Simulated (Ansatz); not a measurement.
Program: Ansatz. Geometries: PBE0-D4/def2-TZVP. ΔE: electronic, gas phase. CCSD(T)/CBS is the MP2 limit (def2-TZVPP, def2-QZVPP) plus CCSD(T) − MP2 in def2-TZVPP, frozen cores. For Ge outer-core shells are correlated without core-valence functions, which leaves a few kJ/mol of doubt a bond. Scalar relativity is left out up to krypton. Each species was taken in one conformer, which may not be the lowest.

Consider the cleavage of the Si–Si bond: `F[Si](F)(F)[SiH](Cl)Cl` + `[OH][GeH3]` → `Cl[SiH](Cl)[O][GeH3]` + `F[SiH](F)F`.

```tsv
level	ΔE (eV)
HF/def2-SVP	-1.85
CCSD/def2-SVP	-1.71
```

Task: What does CCSD(T)/CBS give? (Best estimate.)

Result: The calculation gave: -1.66 eV. The listed levels differ from it by -0.19, -0.05 eV.

Largest T1 diagnostic among the species: 0.012.

From r2SCAN to r2SCAN0 (25 % exact exchange), in def2-TZVPP and without D4, ΔE moves by −0.06 eV. In def2-TZVPP, CCSD(T) changes the Hartree–Fock value by +0.20 eV (the triples alone add +0.03 eV) and MP2 by +0.12 eV. Leaving LDA and LC-ωPBE aside and taking each functional with its dispersion term where it has one, the values, not all of them listed here, spread over 0.41 eV, from BHLYP-D4 to revPBE-D4. LDA lies −0.09 eV from PBE without D4.
